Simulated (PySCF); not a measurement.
SMILES [OH][Al]([OH])/[CH]=C/[Si](O)(O)O (C₂H₇AlO₅Si), singlet, GFN2-xTB optimised geometry.

```
16

Si    -0.79    -0.69     0.00
O     -1.31    -1.37     1.39
O      0.83    -0.69     0.00
O     -1.29     0.86     0.00
C     -1.47    -1.63    -1.50
C     -0.74    -2.06    -2.52
Al    -1.52    -3.03    -4.06
O     -3.15    -3.31    -4.06
O     -0.48    -3.50    -5.25
H     -2.16    -1.11     1.74
H      1.29    -1.48     0.26
H     -0.87     1.48    -0.59
H     -2.54    -1.83    -1.52
H      0.33    -1.86    -2.52
H     -4.08    -3.46    -4.03
H      0.09    -3.78    -5.95
```

Density from PBE0/def2-TZVP (PySCF) at that geometry.

Minimum of the electron density along straight lines between bonded atoms, close to the bond critical point (lines longer than 1.1 times the sum of covalent radii, or with two minima, are not listed):

```tsv
bond	length / Å	ρ at the minimum / e bohr⁻³	∇²ρ there / e bohr⁻⁵	position (fraction from the first atom)
Si1–O2	1.628	0.145	0.88	0.41
Si1–O3	1.627	0.145	0.89	0.41
Si1–O4	1.629	0.144	0.87	0.41
Si1–C5	1.891	(withheld)	0.15	0.39
C5–C6	1.332	0.349	-1.06	0.50
C6–Al7	1.980	(withheld)	(withheld)	0.60
Al7–O8	1.648	0.113	0.96	0.44
Al7–O9	1.647	0.114	0.96	0.44
O2–H10	0.952	0.363	-2.51	0.81
O3–H11	0.952	0.363	-2.52	0.81
O4–H12	0.952	0.363	-2.52	0.81
C5–H13	1.085	0.282	-0.98	0.64
C6–H14	1.087	0.281	-0.98	0.64
O8–H15	0.945	0.365	-2.60	0.82
O9–H16	0.945	0.365	-2.61	0.82
```

### Question
Complete the blanks.

### Answer

- Si1–C5, ρ at the minimum / e bohr⁻³: 0.123
- C6–Al7, ρ at the minimum / e bohr⁻³: 0.084
- C6–Al7, ∇²ρ there / e bohr⁻⁵: 0.24
